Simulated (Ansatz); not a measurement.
Reaction (substitution at a C–C bond): `CCCCCCCCCC#N` + CH₃OH → `COCCC#N` + `CCCCCCC`

Gas-phase electronic energies from Ansatz, PBE0-D4/def2-TZVP geometries. CCSD(T)/CBS is the MP2 limit (def2-TZVPP, def2-QZVPP) plus CCSD(T) − MP2 in def2-TZVPP, frozen cores. This one scheme is used for every species. Functionals use def2-TZVPP. One conformer a species, not always the lowest.

```json
{"level": "ωB97X-V", "ΔE (kJ/mol)": "15.8", "difference from CCSD(T)/CBS": "-6.7"}
{"level": "ωB97M-V", "ΔE (kJ/mol)": "19.0", "difference from CCSD(T)/CBS": "-3.5"}
{"level": "B2PLYP", "ΔE (kJ/mol)": "6.3", "difference from CCSD(T)/CBS": "-16.2"}
{"level": "PBE", "ΔE (kJ/mol)": "3.2", "difference from CCSD(T)/CBS": "-19.3"}
{"level": "r2SCAN", "ΔE (kJ/mol)": "7.7", "difference from CCSD(T)/CBS": "-14.8"}
{"level": "CCSD(T)/def2-TZVPP", "ΔE (kJ/mol)": "20.1", "difference from CCSD(T)/CBS": "-2.4"}
{"level": "SCS-MP2/def2-QZVPP", "ΔE (kJ/mol)": "19.9", "difference from CCSD(T)/CBS": "-2.6"}
{"level": "HF/CBS(def2)", "ΔE (kJ/mol)": "-8.9", "difference from CCSD(T)/CBS": "-31.4"}
{"level": "MP2/CBS(def2)", "ΔE (kJ/mol)": "28.4", "difference from CCSD(T)/CBS": "5.9"}
{"level": "CCSD/CBS(def2)", "ΔE (kJ/mol)": "19.6", "difference from CCSD(T)/CBS": "-2.9"}
{"level": "CCSD(T)/CBS", "ΔE (kJ/mol)": "22.5", "difference from CCSD(T)/CBS": "0"}
```

Largest T1 diagnostic among the species: 0.012.

In def2-TZVPP, CCSD(T) changes the Hartree–Fock value by +29.4 kJ/mol (the triples alone add +2.9 kJ/mol) and MP2 by +35.3 kJ/mol. From PBE to PBE0 (25 % exact exchange), in def2-TZVPP and without D4, ΔE moves by +3.4 kJ/mol. The D4 term adds +16.5 kJ/mol with B3LYP and +10.5 kJ/mol with PBE0; it sums over pairs of atoms, weighted by their polarisabilities, and B3LYP, whose exchange is more repulsive, gets the larger term.

B3LYP here is the variant with VWN-RPA as its local correlation; programs differ in this.
